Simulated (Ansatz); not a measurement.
**Two structures, one formula**

Two relaxed structures of CH$_{3}$Se (charge -1), singlet (PBE0-D4/def2-TZVPD; forces vanish, vibrations not checked).

A:

C1  (-0.078, -0.039, -0.001)
Se2  (1.483, 0.532, -0.914)
H3  (1.782, 2.014, -0.638)
H4  (0.049, 0.062, 1.083)
H5  (-0.953, 0.530, -0.337)
(Å)

B:

C1  (-0.109, -0.098, 0.070)
Se2  (1.217, 1.088, -0.784)
H3  (0.171, -1.147, -0.058)
H4  (-0.179, 0.108, 1.142)
H5  (-1.099, 0.048, -0.371)
(Å)

Computed with Ansatz 0.2.0 (basis: def2-TZVPPD); correlated methods freeze the cores. Filled d shells of the heavier atoms are correlated. The def2 sets are not built for correlating such inner shells, so the correlated values are less sure here. B3LYP uses VWN-RPA correlation.

**Question.** Which structure is lower at CCSD(T), and by how much? (Judge from chemistry; the value comes from the calculation.)

**Answer.** Computed: B, by 197.4 kJ/mol (electronic energy, against the other). By their contacts, A is CH₃Se ([CH2][SeH]), total charge -1 and B is CH₃Se ([CH3][Se]), total charge -1.

All methods give the same order:

| method | E(B) − E(A) (kJ/mol) |
| --- | --- |
| PBE-D4 | -184.9 |
| r2SCAN-D4 | -194.4 |
| PBE0-D4 | -197.8 |
| B3LYP-D4 | -197.8 |
| wB97M-V | -202.9 |
| HF | -229.1 |
| MP2 | -200.7 |
| CCSD | -202.8 |
| CCSD(T) | -197.4 |

No T1 diagnostic of these runs exceeds 0.013.

Labels in which every atom is bracketed show which atoms are joined, not bond orders.

For scale, one of the runs: CCSD(T)/def2-TZVPPD, 145 basis functions, launched by `ansatz run in.yaml --threads 2 --pin off --events-out ev --progress --plain --max-ram 4352MiB`. Hardware: 2 CPU threads of an Arm Neoverse V2, shared host. Wall time 20 s; peak host memory 0.88 GiB.
